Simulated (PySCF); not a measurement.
```xyz
3
charge 0 multiplicity 1, angstrom
Ge   -1.2423    0.0000    0.0000
I     0.3630    1.9954    0.0000
I     0.3630   -1.9954    0.0000
```

These are results of PBE0/[Ge def2-SVP, I def2-SVP with ECP28], scalar-relativistic core potentials, density fitting, no spin–orbit coupling, PySCF, not measurements.

This geometry of GeI2 is a stationary point at this level.

What is the point group?

C2v.

Is it a minimum?

Yes: all harmonic wavenumbers are real.

Which band is strongest in the infrared?

234 cm⁻¹ (b2), 67 km/mol.

Give the atomic charges and bond orders.


| atom | Mulliken | Löwdin | polar tensor | Mayer order to Ge1 |
| --- | --- | --- | --- | --- |
| Ge1 | 0.32 | 0.04 | 0.99 | – |
| I2,3 | -0.16 | -0.02 | -0.49 | 1.19 |
